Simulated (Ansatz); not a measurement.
Question: Name a neutral molecule of C, Mo, O, S and H with size of the dipole moment (PBE/def2-TZVPP) between 3.00 and 3.30 D and HOMO energy (PBE0/def2-TZVPP) between -7.60 and -7.30 eV (Ansatz, PBE0-D4/def2-TZVP geometry).

Answer: `[CH3][Mo]([CH3])(=[O])=[S]` (3.02 D, -7.59 eV); `C[O][Mo](=[O])([OH])=[S]` (3.01 D, -7.56 eV). Other molecules can fit too; these were computed, each in one conformer that needn't be the lowest.
